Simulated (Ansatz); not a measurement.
`BOB[SiH2][AlH2]` + H–F → `F[SiH2][AlH2]` + `BOB` at 500 K and 1 bar (cleavage of the Si–B bond).

Calculated with Ansatz (gas phase, PBE0-D4/def2-TZVP geometries, no zero-point term in ΔE). CCSD(T)/CBS is the MP2 limit (def2-TZVPP, def2-QZVPP) plus CCSD(T) − MP2 in def2-TZVPP, frozen cores. This one scheme is used for every species. Each species was taken in one conformer, which may not be the lowest.

```
          species  CCSD(T)/CBS energy (Eh)  H − E (kJ/mol)  S (J/(mol·K))
`BOB[SiH2][AlH2]`               -660.09328           240.0          489.5
              H–F               -100.39570            39.4          188.7
  `F[SiH2][AlH2]`               -633.31837           123.2          365.2
            `BOB`               -127.21702           151.5          301.7
```

H − E and S are ideal-gas, rigid-rotor, harmonic terms from PBE0-D4/def2-TZVP, for one conformer and one mirror image of each species. 1 Eh = 2625.50 kJ/mol, R = 8.31446 J/(mol·K).

By hand: ΔE, ΔH, ΔS and ΔG.

ΔE = (-633.31837) + (-127.21702) − (-660.09328) − (-100.39570) = -0.04641 Eh = -121.8 kJ/mol. Δ(H − E) = 123.2 + 151.5 − 240.0 − 39.4 = -4.7, so ΔH = -126.5 kJ/mol. ΔS = 365.2 + 301.7 − 489.5 − 188.7 = -11.3 J/(mol·K). ΔG = -126.5 − 500 × (-11.3)/1000 = -120.8 kJ/mol.

By hand: the equilibrium constant, and the temperature at which ΔG would vanish if ΔH and ΔS stayed fixed.

log₁₀ K = −ΔG/(RT ln 10) = 12.6. ΔG = 0 at ΔH/ΔS = 11195 K, far beyond where these terms or the molecules hold.

The number of gas molecules stays the same, so ΔS is small and ΔH decides. A doubt of 5 kJ/mol in ΔE shifts log₁₀ K by 0.5 here. Other conformers and mirror images would add mixing entropy, several J/(mol·K) or more a flexible species. Modes under 60 cm⁻¹, often nearly free rotors, make the harmonic entropy too high. These are equilibria of isolated gas molecules and say nothing of rates. Largest T1 diagnostic: 0.017 (customary marks: 0.02 for closed shells, 0.045 for open ones).
